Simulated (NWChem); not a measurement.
System: CH$_{2}$NO cation; SMILES C(=[OH+])=N

Input file for NWChem:

```
start job
memory heap 200 mb stack 900 mb global 1100 mb
charge 1
geometry units angstroms noautosym nocenter noautoz
  N     -0.030223     1.189583     0.000000
  C     -0.017029     0.042236     0.000000
  O     -0.119776    -1.188185     0.000000
  H     -0.038786     2.206435     0.000000
  H      0.701977    -1.725205     0.000000
end
basis spherical
  N library def2-svp
  C library def2-svp
  O library def2-svp
  H library def2-svp
end
dft
  xc pbe0
  iterations 150
end
cosmo
  dielec 2.0
end
task dft energy
```

Coordinates come from a PBE0/def2-SVP optimisation.

Level: PBE0/def2-SVP with COSMO at NWChem's default radii, gas-phase geometry; the question gives the dielectric constant. Reactions with the solvent are ignored.

### Question
Give the results of this calculation. (PBE0/def2-SVP, COSMO on the gas-phase geometry.) Quantities: electrostatic solvation energy (kcal/mol).

### Answer
The electrostatic solvation energy (kcal/mol) is -36.9.
